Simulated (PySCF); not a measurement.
Compound: C6H11N3O.
Numbering: `[CH3:1][O:2][c:3]1[cH:4][n:5][n:6][n:7]1[CH:8]([CH3:9])[CH3:10]`

Geometry (GFN2-xTB, Å), atoms numbered from 1 in this order:
```xyz
21
C6H11N3O angstrom
C      2.9645    0.3980   -1.0807
O      1.5660    0.4245   -0.8893
C      1.1252   -0.2532    0.1914
C      1.7237   -0.9928    1.1920
N      0.7445   -1.4322    2.0063
N     -0.3858   -1.0216    1.5834
N     -0.1978   -0.2974    0.4763
C     -1.2851    0.3147   -0.2538
C     -2.0012    1.3102    0.6544
C     -2.2326   -0.7745   -0.7484
H      3.3234   -0.6255   -1.2220
H      3.1534    0.9815   -1.9795
H      3.4868    0.8476   -0.2313
H      2.7525   -1.2261    1.3679
H     -0.8274    0.8346   -1.1028
H     -2.8249    1.7772    0.1221
H     -2.3877    0.7905    1.5271
H     -1.3152    2.0861    0.9862
H     -3.0583   -0.3310   -1.2974
H     -1.7088   -1.4665   -1.4037
H     -2.6241   -1.3273    0.1015
```

Probes without a nucleus sit at each ring's centroid and 1 Å off its mean plane on both sides; NICS is minus the shielding there, NICSzz its component along the normal. Level: GIAO PBE0/pcSseg-1 (PySCF, non-relativistic, gas phase) on the GFN2-xTB geometry, one conformer.

Ring bond lengths (Å), with Mayer bond orders in brackets: C3–C4 1.381 (1.39), C4–N5 1.347 (1.34), N5–N6 1.275 (1.50), N6–N7 1.336 (1.13), N7–C3 1.354 (1.11).

Q: Give the NICS values of each ring in ppm.

A: 
```csv
ring,type,NICS(0),"NICS(1), two faces","NICS(1)zz, two faces",rms pucker (Å),"centre to ring atoms, mean (Å)"
C3–C4–N5–N6–N7,5-membered ring with 3 N; formal bonds all aromatic,-12.3,-11.9 / -11.9,-28.6 / -28.6,0.00,1.14
```

Q: What do they say, and how far can they be read as aromaticity?

A: 
- C3–C4–N5–N6–N7: mean NICS(1)zz -28.6 ppm, shielded, aromatic by this magnetic criterion (flat ring, no four-coordinate atom).

Q: And the bond-length index? Use HOMA with the parameters of Krygowski (1993).

A: 
- C3–C4–N5–N6–N7: HOMA 0.94; the largest term is that of N5–N6, α(R − Ropt)² = 0.15. The geometric and the magnetic index point the same way.

Q: What are the shieldings of the ring atoms and their hydrogens in the same run (means over atoms taken as equivalent)?

A: 
```
atoms                          environment  σ isotropic (ppm)  principal values of the symmetric part, first atom (ppm)
   C3       aromatic carbon bearing oxygen               27.2                                         -24.8, 19.9, 86.4
   C4  aromatic CH next to a ring nitrogen               73.3                                          9.6, 75.0, 135.3
   N5               pyridine-type nitrogen             -119.4                                     -381.7, -182.4, 205.9
   N6               pyridine-type nitrogen             -108.8                                     -348.9, -109.9, 132.4
   N7                pyrrole-type nitrogen                5.6                                       -119.2, 21.0, 114.9
  H14                    aromatic hydrogen              24.75                                          21.9, 24.4, 28.0
```
